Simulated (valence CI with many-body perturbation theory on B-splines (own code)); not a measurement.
**E1 line list for Ta23+**

Level of theory: valence CI with perturbative core correlation (CI+MBPT): four valence electrons over a frozen Dirac-Fock core [Kr] 4d10, a basis of 7 s, 7 p, 7 d, 7 f, 4 g, 2 h functions for each j, with the one-electron correlation potential Σ1 (screened to all orders), the two-electron term Σ2, the three-electron term Σ3, Breit, model QED; selected single and double excitations, second order for the rest, scaled by the run's own slope (own B-spline code, finite nucleus).

No measured spectrum was set against this ion. As an estimate, terms of the open shell hold to a few per cent of their energy, and close levels can change places.

Lines 1 to 50 of 313 in falling wavelength, among levels below 1045500 cm⁻¹, chosen from the strongest by gf and those to the six lowest levels. Wavelengths and rates use the calculated energies, so an error of 2000 cm⁻¹ moves a line at 49.11 nm by 0.98 % and its rate by three times that or more. Electric multipoles are in the length gauge, E1 and E2 with the static RPA response of the core. Weak lines are less certain than strong ones. Lines between different terms over intervals too small for the method are left out, as are lines whose strength nearly cancels. Where a level lies close to another of its J and parity, the split of strength between their lines is uncertain. The highest levels of a list are the least certain.

Names give the largest LS component (configuration and term), which can be under half, so a name can repeat, a term be missing and a line seem to break the LS rules; names also repeat where a configuration has a term twice. Letters in brackets count levels of one name in rising energy.

```
λ vac (nm)            Upper             Lower   A (s⁻¹)  S (a.u.) with core polarisation  S without
     49.11      4f3 5p 5G_2  4f3 5s 3G°_3 [d]  4.40e+05                         1.29e-04   1.67e-04
     48.14      4f3 5p 3I_5      4f3 5s 1G°_4  2.03e+05                         1.23e-04   1.60e-04
     46.21      4f3 5p 5G_3  4f3 5s 3G°_3 [d]  6.19e+05                         2.11e-04   2.73e-04
     45.65      4f3 5p 5G_3  4f3 5s 3G°_4 [c]  8.24e+05                         2.71e-04   3.51e-04
     44.55  4f3 5p 3H_4 [b]  4f3 5s 1F°_3 [a]  8.42e+05                         3.31e-04   4.29e-04
     43.53  4f3 5p 3H_4 [b]  4f3 5s 3D°_3 [e]  6.26e+05                         2.29e-04   2.98e-04
     43.38      4f3 5p 5G_3  4f3 5s 3D°_3 [e]  3.68e+05                         1.04e-04   1.34e-04
     43.17      4f3 5p 5K_5  4f3 5s 3I°_5 [b]  1.00e+06                         4.38e-04   5.66e-04
     43.00      4f3 5p 5H_6  4f3 5s 1H°_5 [b]  4.21e+05                         2.15e-04   2.78e-04
     42.94      4f3 5p 5K_6      4f3 5s 1I°_6  5.28e+05                         2.68e-04   3.47e-04
     42.50      4f3 5p 5K_6  4f3 5s 3L°_7 [b]  3.89e+05                         1.91e-04   2.48e-04
     42.25      4f3 5p 5I_5      4f3 5s 1I°_6  2.39e+05                         9.78e-05   1.28e-04
     42.19      4f3 5p 3I_5  4f3 5s 1H°_5 [b]  3.67e+05                         1.50e-04   1.94e-04
     41.77  4f3 5p 3H_4 [b]  4f3 5s 1H°_5 [b]  3.58e+05                         1.16e-04   1.50e-04
     40.80      4f3 5p 5K_7      4f3 5s 1L°_8  2.61e+05                         1.31e-04   1.70e-04
     40.31      4f3 5p 5K_6  4f3 5s 3I°_6 [b]  5.50e+05                         2.31e-04   2.98e-04
     40.24      4f3 5p 5G_2  4f3 5s 3D°_1 [d]  5.23e+05                         8.40e-05   1.09e-04
     40.22  4f3 5p 3H_4 [a]  4f3 5s 3D°_3 [a]  5.91e+05                         1.71e-04   2.21e-04
     40.13  4f3 5p 3H_4 [b]  4f3 5s 3D°_3 [d]  5.81e+06                         1.67e-03   2.16e-03
     40.10      4f3 5p 5K_6  4f3 5s 3G°_5 [b]  3.34e+05                         1.38e-04   1.78e-04
     40.03      4f3 5p 5K_5  4f3 5s 1H°_5 [a]  3.55e+05                         1.24e-04   1.60e-04
     40.00      4f3 5p 5G_3  4f3 5s 3D°_3 [d]  1.31e+06                         2.91e-04   3.77e-04
     40.00      4f3 5p 5G_3  4f3 5s 3F°_2 [b]  4.04e+05                         8.93e-05   1.16e-04
     39.99      4f3 5p 5K_7      4f3 5s 1I°_6  1.80e+06                         8.51e-04   1.10e-03
     39.71      4f3 5p 5I_5  4f3 5s 3I°_6 [b]  4.55e+05                         1.55e-04   1.99e-04
     39.64      4f3 5p 5H_6      4f3 5s 1I°_6  8.97e+05                         3.59e-04   4.63e-04
     39.61      4f3 5p 5K_7  4f3 5s 3L°_7 [b]  7.23e+05                         3.32e-04   4.26e-04
     39.58      4f3 5p 5K_6  4f3 5s 3I°_5 [b]  1.11e+06                         4.42e-04   5.70e-04
     39.53      4f3 5p 3D_1  4f3 5s 3D°_1 [d]  4.43e+06                         4.05e-04   5.24e-04
     39.50      4f3 5p 5G_2  4f3 5s 3D°_1 [c]  7.83e+05                         1.19e-04   1.54e-04
     39.49  4f3 5p 3H_4 [a]  4f3 5s 3G°_3 [c]  1.63e+06                         4.46e-04   5.78e-04
     39.39  4f3 5p 3H_4 [b]  4f3 5s 3D°_3 [c]  2.17e+06                         5.90e-04   7.64e-04
     39.31      4f3 5p 5K_7      4f3 5s 3L°_8  3.45e+06                         1.55e-03   2.00e-03
     39.27      4f3 5p 5K_5      4f3 5s 3K°_6  2.99e+06                         9.84e-04   1.27e-03
     39.21      4f3 5p 5K_7  4f3 5s 3I°_7 [b]  2.22e+05                         9.89e-05   1.28e-04
     39.09      4f3 5p 3I_5  4f3 5s 3H°_4 [c]  1.04e+06                         3.36e-04   4.35e-04
     39.00      4f3 5p 5I_5  4f3 5s 3I°_5 [b]  3.56e+05                         1.15e-04   1.48e-04
     38.98  4f3 5p 3H_4 [a]  4f3 5s 3G°_4 [a]  5.42e+05                         1.43e-04   1.83e-04
     38.94      4f3 5p 3I_5      4f3 5s 1I°_6  2.34e+06                         7.50e-04   9.69e-04
     38.87      4f3 5p 5H_6  4f3 5s 3I°_7 [b]  2.04e+06                         7.67e-04   9.85e-04
     38.82      4f3 5p 3D_1  4f3 5s 3D°_1 [c]  3.85e+06                         3.33e-04   4.32e-04
     38.73  4f3 5p 3H_4 [b]  4f3 5s 3H°_4 [c]  6.53e+05                         1.68e-04   2.19e-04
     38.61      4f3 5p 5G_3  4f3 5s 3H°_4 [c]  4.47e+05                         8.89e-05   1.15e-04
     38.61  4f3 5p 3H_4 [a]  4f3 5s 1H°_5 [a]  6.95e+05                         1.78e-04   2.29e-04
     38.41      4f3 5p 5G_2  4f3 5s 3D°_2 [c]  8.27e+06                         1.16e-03   1.50e-03
     38.40      4f3 5p 5K_6  4f3 5s 3L°_7 [a]  2.45e+05                         8.88e-05   1.15e-04
     38.23      4f3 5p 5H_6  4f3 5s 3G°_5 [c]  1.00e+07                         3.60e-03   4.65e-03
     38.22      4f3 5p 5K_5      4f3 5s 5G°_4  1.79e+06                         5.42e-04   6.97e-04
     38.19      4f3 5p 5I_5  4f3 5s 3G°_4 [b]  2.81e+07                         8.49e-03   1.10e-02
     38.10      4f3 5p 5I_5  4f3 5s 3H°_6 [b]  4.35e+05                         1.31e-04   1.67e-04
```
